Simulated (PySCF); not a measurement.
**Assignment exercise: C4H12O2Si**

Numbering as in the mapped SMILES `[CH3:1][C:2]([CH3:3])([CH3:4])[O:5][SiH2:6][OH:7]`; H(Xn) means a hydrogen on atom n.

[PySCF 2.14.0 with density-fitted response routines: shieldings: GIAO PBE0/pcSseg-1; geometry from GFN2-xTB; single conformer; isolated molecule; non-relativistic; rapidly exchanging positions averaged]

Scale: TMS for 13C and 1H (reference shieldings calculated alike).

(1) Assign these signals to the numbered atoms. 13C{1H} NMR (computed): δ 72.9, 33.7.

(2) Assign these signals to the numbered atoms. 1H NMR (400 MHz, computed): δ 5.12 (s, 2H), 1.37 (br s, 1H), 1.35 (s, 9H).

## Answers

(1) 
| δ (ppm) | atoms | environment | reason |
| --- | --- | --- | --- |
| 72.9 | C2 | fully substituted sp3 carbon bonded to O | the inductive effect lowers its shielding |
| 33.7 | C1/C3/C4 | methyl carbon | aliphatic region, no heteroatom directly attached |

(2) 
5.12 → H(Si6), hydrogen on a silicon bonded to 2 O
1.37 → H(O7), hydrogen on an oxygen bonded to Si: exchangeable; this is the value without hydrogen bonding to other molecules
1.35 → H(C1)/H(C3)/H(C4), hydrogen on a methyl carbon

H(O7) and H(C1)/H(C3)/H(C4) lie closer than the usual error of such a calculation, so a measured spectrum could show them in the other order.

Exchangeable OH/NH protons stand at their gas-phase positions; hydrogen bonding in a real sample shifts them, mostly to higher δ. Shifts are as computed. Against solution values, carbons near 30 ppm lie about +3 ppm off and those near 130 ppm about +5 ppm. Of 1211 compounds with measured shifts, 218 miss one by over three times the rms of a fit or turn the order of signals round; such compounds aren't used in these exercises. Multiplicities follow the n + 1 count of equivalent neighbours, as no J values were calculated; m marks all less simple cases, F and P coupling included.
